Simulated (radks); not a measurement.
Spherical jellium clusters: N electrons in a uniform positive sphere of charge N and radius rs N^(1/3), rs = 5.76 bohr. Method: non-relativistic Kohn-Sham, LDA (Slater exchange, Perdew-Wang correlation), spin-polarised, spherical densities; computed with a radial shooting solver with Libxc functionals. Levels are named by radial order and angular momentum (1s, 1p, 1d, 2s, ...), and open shells are averaged over m.

N = 26, configuration 1s2 1p6 1d10 2s2 1f(up 6, down 0). This is the lowest configuration that the search found. Occupied and some empty levels:

| level | occupation | eigenvalue (eV) | <r> (bohr) |
|---|---|---|---|
| 1s up | 1 | -3.4381 | 10.98 |
| 1s down | 1 | -3.3006 | 10.22 |
| 1p up | 3 | -3.1487 | 12.44 |
| 1p down | 3 | -2.9643 | 12.14 |
| 1d up | 5 | -2.7485 | 13.40 |
| 1d down | 5 | -2.5426 | 13.32 |
| 2s up | 1 | -2.4310 | 9.819 |
| 2s down | 1 | -2.3478 | 10.28 |
| 1f up | 6 | -2.2520 | 14.19 |
| 1f down | 0 | -2.0388 | 14.22 |
| 2p up | 0 | -1.7801 | 11.66 |
| 2p down | 0 | -1.6911 | 11.77 |
| 1g up | 0 | -1.6732 | 14.90 |
| 1g down | 0 | -1.4622 | 15.03 |
| 2d up | 0 | -1.1319 | 13.66 |
| 2d down | 0 | -1.0305 | 13.74 |

Energy (eV): total -46.3375, kinetic 23.983, external -1290.7, Hartree 644.58, exchange-correlation -71.001, background 646.80.

Electron density:

| r (bohr) | n(r) (e/bohr^3) |
|---|---|
| 1.87 | 0.001721 |
| 3.88 | 0.001394 |
| 5.89 | 0.001113 |
| 7.89 | 0.001099 |
| 9.90 | 0.001337 |
| 11.9 | 0.001542 |
| 13.9 | 0.001334 |
| 15.9 | 0.0007273 |
| 17.9 | 0.0002368 |
| 19.9 | 0.00005370 |
| 21.9 | 0.00001005 |
| 24.0 | 1.700e-06 |
| 26.0 | 2.756e-07 |
